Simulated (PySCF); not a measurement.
H6OSi2, SMILES [SiH3]O[SiH3] (connectivity only; charge and spin as stated), charge +1, multiplicity 2. Atoms are numbered in the order given.

```xyz
9

Si     1.6828     0.0088     0.0359
O      0.0000     0.0000    -0.1698
Si    -1.6828    -0.0088     0.0359
H      2.2858     0.6942    -1.1325
H      1.8434    -1.5033    -0.0886
H      2.0246     0.4825     1.3972
H     -2.0246    -0.4825     1.3972
H     -1.8434     1.5033    -0.0886
H     -2.2858    -0.6942    -1.1325
```
Charge +1, spin multiplicity 2.

Coordinates come from a PBE0-D3(BJ)/def2-SVP optimisation. The multiplicity is an assumed one; other spin states were not compared.

All values below come from B3LYP/pcH-1 in PySCF.

Unrestricted Kohn–Sham, ⟨S²⟩ = 0.758. Hyperfine tensors hold the contact and dipolar terms, without spin-orbit corrections.

Computed hyperfine couplings:
```tsv
nucleus	A(iso) (MHz)	A(iso) (G)	dipolar principal values (MHz)
29Si no. 1	73.6	26.2	-13.4, 5.6, 7.7
17O no. 2	-41.5	-14.8	-158.3, 79.1, 79.2
29Si no. 3	73.6	26.2	-13.4, 5.6, 7.7
1H no. 4	81.7	29.2	-3.1, -1.8, 4.9
1H no. 5	415.6	148.3	-5.6, -2.4, 8.0
1H no. 6	44.8	16.0	-2.7, -1.7, 4.5
1H no. 7	44.8	16.0	-2.7, -1.7, 4.5
1H no. 8	415.6	148.3	-5.6, -2.4, 8.0
1H no. 9	81.7	29.2	-3.1, -1.8, 4.9
```

Question: And the g tensor (effective nuclear charges for spin-orbit coupling, GIAO)? (Estimate from the structure and the level; the computed values follow.)

Answer: principal values 2.0023, 2.0096, 2.0310; isotropic 2.0143.
